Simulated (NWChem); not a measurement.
# sulfur difluoride (SF2); SMILES FSF

```xyz
3

F      1.2275     0.0000    -0.4961
S      0.0000     0.0000     0.5485
F     -1.2275     0.0000    -0.4961
```
Atoms are numbered in this order, from 1.

Computed with NWChem. Pople sets run with spherical d functions. All runs use the structure optimised with PBE0/def2-SVP. Level: M06-2X/6-31G* with SMD (1 M gas to 1 M solution), gas-phase geometry.

| solvent | dielectric constant | solvation free energy (kcal/mol) | cavity-dispersion-structure term (kcal/mol) | dipole in solution (D) |
|---|---|---|---|---|
| water | 78.4 | 0.5 | 1.7 | 1.53 |
| cyclohexanone | 15.6 | -1.2 | -0.2 | 1.52 |
| dichloromethane | 8.93 | -1.7 | -0.7 | 1.51 |
| benzene | 2.27 | -1.5 | -0.9 | 1.45 |
| anisole | 4.22 | -1.3 | -0.4 | 1.49 |
